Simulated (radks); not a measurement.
Computed order of ionisation of barium. At each step one electron was removed from each of the four highest sub-shells of the ion before, moves of one valence electron (up to charge 6) and the configuration listed by NIST were tried, and the lowest configuration was kept. Calculated with a radial shooting solver on a logarithmic mesh with Libxc functionals: scalar-relativistic Kohn-Sham, r2SCAN, spin-polarised, spherical densities, finite nucleus; meta-GGA in the generalised Kohn-Sham scheme; Fermi nuclear charge, rms radius of each element as measured or else 0.836 A^(1/3) + 0.57 fm. Open shells are filled with parallel spins first.

species  lowest configuration found  NIST configuration  margin to the next tried (eV)  IE (eV)  NIST IE (eV)       kind
Ba                         [Xe] 6s2                same                          0.805    4.928         5.212       exp.
Ba+                        [Xe] 6s1                same                          0.792    9.813        10.004       exp.
Ba2+                           [Xe]                same                         19.886   36.647        35.844       exp.
Ba3+              [Kr] 4d10 5s2 5p5                same                         16.006   47.380          47.0  semi-emp.
Ba4+              [Kr] 4d10 5s2 5p4                same                         16.592   58.184            58     theory
Ba5+              [Kr] 4d10 5s2 5p3                same                         17.237   74.407            71     theory
Ba6+              [Kr] 4d10 5s2 5p2                same                         12.343   86.743            86     theory
Ba7+              [Kr] 4d10 5s2 5p1                same                         14.180   98.974           101     theory
Ba8+                  [Kr] 4d10 5s2                same                         16.584   130.58           131  semi-emp.
Ba9+                  [Kr] 4d10 5s1                same                         75.600   146.67         146.5  semi-emp.
Ba10+                     [Kr] 4d10                same                         77.837   243.90           241     theory
Ba11+                      [Kr] 4d9                same                         95.822   270.74           267     theory
Ba12+                      [Kr] 4d8                same                         96.692   298.14           296     theory
Ba13+                      [Kr] 4d7                same                         97.531   326.01           325     theory

Reference values: NIST Atomic Spectra Database (exp. = measured, semi-emp. = semi-empirical, theory = theoretical value adopted there). Open shells are spherical and high-spin; term and fine-structure splittings are not resolved. Spin-orbit splitting is averaged out at the scalar-relativistic level. Tried without a valid solution: [Xe] 4f1 6s1.
